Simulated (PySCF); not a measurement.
## Exercise with solution: entropy of an ideal gas

InF₂, SMILES [In+]([F])[F], charge +1.

Geometry: r2SCAN-D4/def2-TZVP. The spin state was assumed, not searched. The isomer is the one that the SMILES or the coordinates give; other isomers of the formula were not compared. The def2 effective core potentials stand for the cores of In; spin–orbit coupling is left out.

PySCF with r2SCAN-D4/def2-TZVP gives the harmonic wavenumbers 146, 146, 651, 778 cm⁻¹ and the rotational temperature 0.1873 K. The molar mass is 152.81 g/mol, the symmetry number 2, the spin multiplicity 1.

**Question.** Work out the entropy at 298.15 K and 1 atm in the rigid-rotor, harmonic-oscillator model.

**Answer.** 
Translation (Sackur–Tetrode at 1 atm): S = R[1.5 ln M + 2.5 ln T − 1.16487] = 171.5 J/(mol K).
Rotation: q = T/(σ θ) = 796, S = R[ln q + 1] = 63.9 J/(mol K).
Vibration: with u = 1.4388 ν/T, each mode gives R[u/(e^u − 1) − ln(1 − e^−u)]:
| ν (cm⁻¹) | modes | u | S (J/(mol K)) |
|---|---|---|---|
| 146 | 2 | 0.70 | 22.79 |
| 651 | 1 | 3.14 | 1.55 |
| 778 | 1 | 3.75 | 0.95 |
These are all the modes. Sum 25.3 J/(mol K).
Spin: R ln 1 = 0.0 J/(mol K).
Total 260.6 J/(mol K); the program's own thermochemistry gives 260.6. Translation makes up 66 % and vibration 10 %. Anharmonicity, hindered rotation and orbital degeneracy are left out.
